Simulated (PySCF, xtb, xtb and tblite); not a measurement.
Relaxed torsion scan: C₆H₆O₂S, SMILES COC(=O)c1cccs1, singlet. Scanned: dihedral C1–O2–C3–O4; all other coordinates were relaxed at GFN2-xTB. Points at φ and −φ are mirror images. Heavy atoms are numbered in the order of the SMILES COC(=O)c1cccs1, hydrogens after them in the order of the atoms that carry them; the mirror image has the same energies with the sign of each dihedral reversed.

GFN2-xTB (xtb and tblite); RKS-B3LYP/6-31G* = restricted B3LYP/6-31G*, spherical d, density fitting // GFN2-xTB in PySCF; GFN1-xTB // GFN2-xTB (xtb).

Energies in kcal/mol, each method relative to its own lowest point.

```csv
φ / °,GFN2-xTB,RKS-B3LYP/6-31G*,GFN1-xTB
-165,9.0,12.5,8.8
-150,9.9,12.7,9.6
-135,11.5,13.1,10.8
-120,12.9,13.1,11.8
-105,13.3,12.7,12.3
-90,12.9,12.1,12.2
-75,11.3,10.6,10.8
-60,8.6,8.2,8.3
-45,5.4,5.4,5.3
-30,2.6,2.9,2.6
-15,0.7,1.1,0.8
0,0.0,0.0,0.0
15,0.7,1.1,0.8
30,2.6,2.9,2.6
45,5.4,5.4,5.3
60,8.6,8.2,8.3
75,11.3,10.6,10.8
90,12.9,12.1,12.2
105,13.3,12.7,12.3
120,12.9,13.1,11.8
135,11.5,13.1,10.8
150,9.9,12.7,9.6
165,9.0,12.5,8.8
180,8.7,12.5,8.5
```
